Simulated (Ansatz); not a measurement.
A nudged elastic band was laid between two geometries of C2H9AlN2O2 (16 atoms, charge 0, multiplicity 1).

Theory: RKS LDA/def2-SVP in Ansatz.

```json
{"movable images": "5", "climbing image": "yes", "spring": "5.0 eV/Å²", "optimiser": "quadratic models (default)", "start path": "IDPP", "force threshold": "0.05 eV/Å", "iteration limit": "60", "end points": "relaxed"}
```

Initial state:

```xyz
16
Properties=species:S:1:pos:R:3
C 0.731 0.356 1.777
N 0.448 -0.174 0.484
Al 0.978 -1.468 -0.746
C -0.537 0.452 -0.280
N -0.325 -0.183 -1.628
O -0.418 1.825 -0.384
O -1.864 0.202 0.114
H -0.015 0.077 2.565
H 0.771 1.472 1.742
H 1.721 0.002 2.136
H 0.270 -2.915 -0.660
H 2.441 -1.350 -1.405
H 0.106 0.518 -2.253
H -1.231 -0.475 -2.027
H -1.289 2.189 -0.127
H -1.811 -0.550 0.738
```

Final state:

```xyz
16
Properties=species:S:1:pos:R:3
C 1.144 0.414 1.327
N 0.552 -0.130 0.129
Al 1.466 -1.256 -0.914
C -0.815 0.277 -0.038
N -1.402 -0.172 -1.261
O -0.888 1.677 0.004
O -1.574 -0.229 1.022
H 0.549 0.119 2.222
H 1.166 1.527 1.286
H 2.184 0.043 1.455
H 0.832 -1.751 -2.299
H 2.932 -1.628 -0.406
H -0.718 -0.310 -2.019
H -1.933 -1.036 -1.103
H -1.486 1.877 -0.747
H -2.030 0.555 1.386
```

Q: What changes between the two ends?

A: Bonds broken: Al3–N5.

Q: What energy profile does the band end with?

A: The run converged. The highest image is number 4 of 0 to 6, 0.91 eV above the first end and 0.08 eV above the last; the last end lies 0.83 eV above the first. A vibrational analysis at the climbing image gives one clearly imaginary mode, 458i cm⁻¹: a first-order saddle point. The orbitals stay closed-shell, which can raise the energy where a bond breaks towards radicals; this wasn't checked here.

```csv
image,path coordinate (Å),energy (eV),Al3–N5 (Å)
0,0.00,0.00,2.03
1,0.90,0.09,2.05
2,1.80,0.41,2.17
3,2.70,0.73,2.43
4,3.60,0.91,2.91
5,4.38,0.86,3.09
6,5.16,0.83,3.09
```

Q: What is the geometry of the highest image?

A: 
```xyz
16
Properties=species:S:1:pos:R:3:forces:R:3
C 1.029 0.347 1.416 0.00 0.00 0.00
N 0.495 -0.164 0.186 0.00 0.00 0.00
Al 1.339 -1.367 -0.843 0.00 0.00 0.00
C -0.789 0.366 -0.193 0.01 0.01 0.00
N -1.222 -0.125 -1.439 0.00 -0.01 0.00
O -0.640 1.755 -0.235 0.00 -0.01 0.00
O -1.779 0.000 0.723 -0.01 0.00 0.00
H 0.395 0.087 2.308 0.00 0.00 0.00
H 1.116 1.457 1.391 0.00 0.00 0.00
H 2.031 -0.092 1.615 0.00 0.00 0.00
H 0.902 -1.968 -2.257 0.00 0.00 0.00
H 2.714 -1.811 -0.144 0.00 0.00 0.00
H -0.884 0.313 -2.293 0.00 0.00 0.00
H -1.824 -0.946 -1.478 0.00 0.00 0.00
H -1.550 2.105 -0.319 0.00 0.00 0.00
H -1.357 0.021 1.606 0.00 0.00 0.00
```

Q: What are the harmonic wavenumbers there?

A: 458i, 50, 117, 176, 184, 244, 269, 290, 328, 358, 427, 459, 495, 554, 570, 577, 608, 698, 768, 906, 915, 1002, 1084, 1130, 1167, 1210, 1220, 1287, 1346, 1369, 1385, 1407, 1480, 1857, 1880, 2845, 2981, 3050, 3549, 3664, 3692, 3695 cm⁻¹.

The run took 5.1 min on 2 threads of Arm Neoverse V1, with other jobs on the host, peak memory 0.21 GiB.
